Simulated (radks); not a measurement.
Values are calculated unless marked as measured or tabulated.
Effect of the nuclear size on the praseodymium ion Pr+, [Xe] 4f3 6s1. Level of theory: Dirac Kohn-Sham, BLYP, spin-unpolarised, spherical densities, finite nucleus; open shells fill j = l - 1/2 first; Fermi nuclear charge, rms radius 4.8919 fm (a radial shooting solver on a logarithmic mesh with Libxc functionals). The rms radius is varied about that value; shifts are against it.

rms radius (fm)  total energy shift (eV)  density at nucleus (e/bohr^3)  1s1/2 shift (meV)  2s1/2 shift (meV)  5s1/2 shift (meV)  5p1/2 shift (meV)  6s1/2 shift (meV)  4f5/2 shift (meV)
4.1875                             -3.12                      4.313e+05              -1300               -160              -1.19              0.120             -0.120              0.216
4.6522                             -1.11                      4.216e+05               -459              -56.6             -0.419              0.042             -0.042              0.077
4.8919                                 0                      4.171e+05              0.000              0.000              0.000              0.000              0.000              0.000
5.3713                              2.34                      4.087e+05                971                120              0.888             -0.090              0.090             -0.162
5.3958                              2.46                      4.083e+05               1020                126              0.935             -0.095              0.094             -0.171

Slopes of the eigenvalues against <r^2> in GHz/fm^2, as finite differences over the two radii next to the reference (eigenvalue slopes, not the field-shift constants of lines): 1s1/2 48000, 2s1/2 5920, 5s1/2 43.9, 5p1/2 -4.43, 6s1/2 4.43, 4f5/2 -8.01.
